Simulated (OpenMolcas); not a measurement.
**N+: Slater's ratio, thermal populations, worked from levels**

```json
{
 "Program": "OpenMolcas",
 "Basis": "ANO-RCC-VDZ [3s2p]",
 "Scalar Hamiltonian": "DKH3, point nucleus",
 "Active space": "2 electrons in 3 orbitals (2p)",
 "State averaging": "2S+1 = 3 even, 3 roots; 2S+1 = 1 even, 6 roots",
 "Spin-orbit coupling": "state interaction with AMFI integrals over the reference wave functions, term energies averaged over their components"
}
```

Methods: CASSCF; SS-CASPT2, IPEA 0.25 Eh, imaginary shift 0.1 Eh (closed shells correlated: 1s 2s). Measured levels: NIST Handbook of Basic Atomic Spectroscopic Data.

**Slater's ratio.** With one set of orbitals, p2 has 1D - 3P = 6 F2 and 1S - 1D = 9 F2 (F2 = F²/25), a ratio of 3/2. Term energies are centres of gravity, weighted by 2J + 1.

| Source | 1D - 3P | 1S - 3P | F2 from the first | Ratio |
| --- | --- | --- | --- | --- |
| CASSCF | 17636 | 43620 | 2939 | 1.473 |
| SS-CASPT2 | 17511 | 33621 | 2918 | 0.920 |
| measured | 15227 | 32600 | 2538 | 1.141 |

Energies in cm-1. A ratio away from 3/2 shows effects beyond one configuration with one set of orbitals, and in heavier atoms second-order spin-orbit shifts.

**Thermal populations.** Z = Σ (2J + 1) exp(-E/kT) with k = 0.695035 cm-1/K, over the levels below. No other level of either list lies under 46700 cm-1, which is above 7 kT at each temperature.

```
      Level  2J + 1  SS-CASPT2  measured
2s2 2p2 3P0       1        0.0       0.0
2s2 2p2 3P1       3       48.5      48.7
2s2 2p2 3P2       5        144       131
2s2 2p2 1D2       5      17610     15316
2s2 2p2 1S0       1      33720     32689
```

| T (K) | Z, SS-CASPT2 | Z, measured levels | Ground level (%), SS-CASPT2 | Ground level (%), measured levels |
| --- | --- | --- | --- | --- |
| 3000 | 8.598 | 8.630 | 11.6 | 11.6 |
| 5000 | 8.787 | 8.834 | 11.4 | 11.3 |
| 8000 | 9.059 | 9.178 | 11.0 | 10.9 |

At 8000 K, kT = 5560 cm-1, and the computed levels give Z = 1.000 + 2.974 + 4.872 + 0.211 + 0.002 = 9.059.

CASPT2 breaks the degeneracy within a term, and the mean is taken; among the terms shown or strongly mixed into the levels shown the widest spread is 76 cm-1 (2s2 2p2 1D, SS-CASPT2). With the s shell closed, the reference lacks s² → p² mixing. Without dynamic correlation excited terms often stand tens of per cent too high (terms of higher spin than the ground term too low), and those without a measured partner can miss by more than the paired ones (holds for CASSCF). Computed and measured levels are paired by configuration, term and J; levels that our copy of the source lacks, or whose pairing is in doubt (as where it misses far off the trend of its configuration), stay unpaired and out of the deviations. Levels of configurations outside the active space are missing.
